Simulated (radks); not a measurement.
The numbers below are computed, except where a source is named.
Question: Species: Hg2+. Configuration: [Xe] 4f14 5d10. Code: a radial shooting solver on a logarithmic mesh with Libxc functionals. Model: Dirac Kohn-Sham, PBEsol, spin-unpolarised, spherical densities, point nucleus. Some entries of the table are withheld. Estimate them.

| orbital | occ. | eigenvalue (Ry) | <1/r> (bohr^-1) |
|---|---|---|---|
| 1s1/2 | 2 | -6103.226 | 97.65 |
| 2s1/2 | 2 | (1) | 24.04 |
| 2p1/2 | 2 | -1038.045 | 23.98 |
| 2p3/2 | 4 | -894.9407 | 19.41 |
| 3s1/2 | 2 | -257.7803 | 8.818 |
| 3p1/2 | 2 | -238.0307 | 8.728 |
| 3p3/2 | 4 | -206.3360 | 7.535 |
| 3d3/2 | 4 | -173.6829 | 7.434 |
| 3d5/2 | 6 | -166.8913 | 7.165 |
| 4s1/2 | 2 | -57.74846 | (2) |
| 4p1/2 | 2 | -49.28984 | 3.626 |
| 4p3/2 | 4 | -41.62955 | 3.211 |
| 4d3/2 | 4 | -27.81839 | 3.011 |
| 4d5/2 | 6 | -26.39051 | 2.916 |
| 5s1/2 | 2 | -10.08028 | 1.525 |
| 4f5/2 | 6 | -8.61181 | 2.553 |
| 4f7/2 | 8 | -8.30360 | 2.516 |
| 5p1/2 | 2 | -7.28977 | 1.398 |
| 5p3/2 | 4 | -5.94356 | 1.244 |
| 5d3/2 | 4 | -2.20327 | 0.9314 |
| 5d5/2 | 6 | -2.06155 | 0.8947 |

Answer: 
(1) 2s1/2 eigenvalue (Ry): -1081.958
(2) 4s1/2 <1/r> (bohr^-1): 3.736
